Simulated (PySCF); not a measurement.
## Electronic structure of O²⁺ (oxygen, charge +2) at the TPSS level

Configuration: [He] 2s2 2p2, high-spin 3P determinant. Computed with PySCF 2.14 in an even-tempered Gaussian basis (22 s from 0.062 bohr⁻², ratio 2.2; 13 p from 0.081 bohr⁻², ratio 2.2; 6 d from 1.1 bohr⁻², ratio 2.4; 6 f from 1.6 bohr⁻², ratio 2.4; 5 g from 2.4 bohr⁻², ratio 2.4), with scalar relativity by spin-free X2C-1e.

* Total energy: -73.3519 hartree
* One-electron energy: -92.7162 hartree
* Hartree (Coulomb) energy: 26.9013 hartree
* Exchange-correlation energy: -7.5370 hartree
* ⟨S²⟩: 2.0018
* ⟨L²⟩: 2.004
* Sum of ⟨r⟩: 4.431 bohr
* Sum of ⟨r²⟩: 5.049 bohr²
* Traceless quadrupole moment −½Σ⟨3z² − r²⟩ along its main axis: 0.467 e·bohr²
* Langevin diamagnetic susceptibility: -4.00 ×10⁻⁶ cm³/mol
* Time after the integrals: 2.6 s of wall time on 2 threads of Neoverse-V1 (shared host)

| shell | electrons | mean orbital energy (hartree) | rms radius, mean of both spins (bohr) |
| --- | --- | --- | --- |
| 1s α | 1 | -20.63539 | 0.231 |
| 1s β | 1 | -20.56468 | 0.231 |
| 2s α | 1 | -2.22587 | 1.12 |
| 2s β | 1 | -2.04684 | 1.12 |
| 2p α | 2 | -1.67062 | 1.10 |
